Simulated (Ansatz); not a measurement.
`BC(C)(C)C` at its PBE0-D4/def2-TZVP geometry, where that method's forces vanish. Charge 0, multiplicity 1.

```xyz
16

B    -0.1152   -0.3062   -1.6061
C    -0.0562    0.0777   -0.1003
C     0.6714   -1.1949    0.4047
C    -1.4133    0.1806    0.5872
C     0.8008    1.2988    0.2148
H    -1.0222   -0.9675   -2.0288
H     0.7994   -0.0430   -2.3359
H     0.8140   -1.1065    1.4875
H     1.6601   -1.3163   -0.0471
H     0.0922   -2.1048    0.2233
H    -1.2957    0.2736    1.6729
H    -1.9666    1.0581    0.2413
H    -2.0296   -0.6996    0.3885
H     0.3297    2.2169   -0.1466
H     0.9447    1.4072    1.2959
H     1.7865    1.2261   -0.2513
```

(1) What forces (eV/Å) does B3LYP-D4/def2-TZVPP give on these atoms in Ansatz 0.2.0? (An estimate is asked.)

Answers

(1) Computed: 
```
B1  -0.032 -0.006 -0.211
C2  -0.005 -0.053 -0.192
C3   0.139 -0.227  0.145
C4  -0.225  0.022  0.104
C5   0.135  0.205  0.044
H6   0.106  0.080  0.037
H7  -0.113 -0.032  0.074
H8   0.003 -0.025 -0.052
H9  -0.057 -0.007  0.039
H10  0.048  0.046  0.020
H11 -0.022 -0.003 -0.051
H12  0.016 -0.045  0.023
H13  0.021  0.054  0.022
H14  0.033 -0.036  0.020
H15  0.002  0.008 -0.055
H16 -0.048  0.019  0.033
```

B3LYP here is the variant with VWN-RPA as its local correlation; programs differ in this.
